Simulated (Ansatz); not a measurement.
The pair A = CH4 (SMILES C) (first 5 atoms), B = CH6Si (SMILES C[SiH3]); geometry from B3LYP-D3(BJ)/def2-TZVP.
(charge 0, multiplicity 1):
```csv
atom,x (Å),y (Å),z (Å)
C,-0.0874,0.0124,0.3210
H,-0.3336,-0.4011,-0.6560
H,0.5725,-0.6746,0.8487
H,0.4121,0.9719,0.1923
H,-1.0019,0.1511,0.8959
C,0.5834,1.1393,3.9760
Si,-0.2198,-0.5407,4.1992
H,0.6705,1.3904,2.9182
H,1.5842,1.1518,4.4115
H,-0.0060,1.9188,4.4625
H,-1.5810,-0.5546,3.6106
H,-0.3337,-0.8755,5.6402
H,0.5833,-1.5986,3.5393
```

Codes used: Ansatz (Gaussian orbitals). 

Total energies (hartree), monomers frozen at their geometry in the pair:

```
structure              HF/aug-cc-pV(D+d)Z  PBE/def2-TZVPPD  B3LYP/def2-TZVPPD
---------------------  ------------------  ---------------  -----------------
AB                           -370.4997980     -371.4733922       -371.8005857
A in the pair's basis         -40.1998867      -40.4643421        -40.5391880
B in the pair's basis        -330.3011375     -331.0087554       -331.2623172
A                             -40.1996320      -40.4643078        -40.5391538
B                            -330.3008748     -331.0087206       -331.2622744
```

Work out the interaction energy without and with the counterpoise correction, and the superposition error, for each level.


E(AB) − E(A) − E(B), times 627.509 kcal/mol, with the monomers in their own basis and then in the pair's basis:
- HF/aug-cc-pV(D+d)Z: 0.44 uncorrected, 0.77 corrected; the monomers gain 0.32 kcal/mol from borrowed functions
- PBE/def2-TZVPPD: -0.23 uncorrected, -0.18 corrected; the monomers gain 0.04 kcal/mol from borrowed functions
- B3LYP/def2-TZVPPD: 0.53 uncorrected, 0.58 corrected; the monomers gain 0.05 kcal/mol from borrowed functions

Ansatz is a first-principles code.
